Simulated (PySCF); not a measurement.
A geometry optimisation on `C1CC1[SiH2]Br`.

Method: PBE0-D3(BJ)/def2-SVP geometry optimisation, gas phase (PySCF 2.14.0). Start geometry: GFN2-xTB. A driver script takes a list of jobs; this job's settings line and coordinates (Å) are shown.

Command:
```bash
OMP_NUM_THREADS=1 python probes_run.py task.json out
```

Input:
```
{"job": {"xc": "PBE0", "basis": "def2-SVP", "d3": "d3bj", "grid": 1, "shake": 0.01, "kind": "geom"}, "charge": 0, "multiplicity": 1}
Br     1.896190     0.856880     1.777970
Si     1.675230    -0.033670    -0.244260
C     -0.164530    -0.286030    -0.596260
C     -1.078400    -0.634960     0.507590
C     -1.173900     0.706020    -0.128690
H      2.410340    -1.280250    -0.162540
H      2.291990     0.932270    -1.154400
H     -0.335070    -0.734950    -1.554850
H     -0.746000    -0.702910     1.544480
H     -1.896930    -1.349660     0.297280
H     -0.850570     1.556150     0.476290
H     -1.988670     0.942830    -0.771630
```

Task: Estimate the output.

Result: 
```
step   0  E = -2981.15441537  max force = 0.034816
step   1  E = -2981.15879332  max force = 0.004756
step   2  E = -2981.15892035  max force = 0.000952
step   3  E = -2981.15893753  max force = 0.000598
step   4  E = -2981.15894086  max force = 0.000191
optimisation converged
```

Energies in Eh; «max force» is the largest Cartesian gradient component in Eh/bohr.

Task: How much energy does the optimisation release, in kcal/mol?

Result: E(step 0) − E(last step) = 0.004525 Eh, which is 2.8 kcal/mol.

Task: Give the first gradient maximum in eV/Å.

Result: With 1 Eh/bohr = 51.422 eV/Å, 1.790 eV/Å.

Main results: final energy -2981.15894 Eh after 4 steps; dipole 2.00 D.

Task: Give the final coordinates.

Result: 0.040 Å rms from the input after alignment:
```
atom  x, y, z in Å
Br1    1.6601    1.8277    2.1809
Si2    1.5003    0.8959    0.1507
C3    -0.2934    0.5859   -0.2192
C4    -1.2677    0.1646    0.8540
C5    -1.3795    1.5232    0.2494
H6     2.2942   -0.3659    0.1825
H7     2.1172    1.8439   -0.8213
H8    -0.4532    0.1335   -1.2062
H9    -0.9020    0.0940    1.8831
H10   -2.0128   -0.5895    0.5874
H11   -1.0892    2.3796    0.8661
H12   -2.2030    1.7232   -0.4409
```

Task: Estimate the wall time. Hardware: one thread, Arm Neoverse V1 (aarch64), no GPU, shared host. And the peak memory of the process?

Result: About 35 s, with 0.53 GiB resident at the peak, the Python interpreter and its libraries included.
Labels such as C1 count atoms from 1, the log's own numbers from 0.
